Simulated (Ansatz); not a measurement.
CH3BeBr⁺, that is BeMeBr with one electron fewer. The state is a doublet with charge 1. Geometry PBE0-D4/def2-TZVP, that of the neutral singlet; atoms count from 1.

```xyz
6

Be    0.713    0.560    0.395
C    -0.490   -0.387   -0.276
H    -0.280   -0.631   -1.323
H    -1.461    0.118   -0.249
H    -0.603   -1.335    0.261
Br    2.121    1.676    1.193
```

Problem. Estimate the Mulliken populations from the PBE0/def2-TZVP orbitals of Ansatz.

Solution. 
| atom | charge (e) | spin (α − β) |
| --- | --- | --- |
| Be1 | 0.39 | 0.13 |
| C2 | -0.31 | 0.30 |
| H3 | 0.21 | 0.02 |
| H4 | 0.20 | -0.01 |
| H5 | 0.20 | 0.00 |
| Br6 | 0.30 | 0.55 |
Mulliken values depend strongly on the basis.

Problem. Where does the spin sit?

Solution. Summed by element: Be 0.13, C 0.30, H 0.02, Br 0.55, of 1 unpaired in all. Largest on single atoms: Br6 0.55, C2 0.30, Be1 0.13.

Problem. And the Mayer bond orders between heavy atoms (over 0.3)?

Solution. Be1–C2 0.89 (1.67 Å); Be1–Br6 1.29 (1.97 Å).
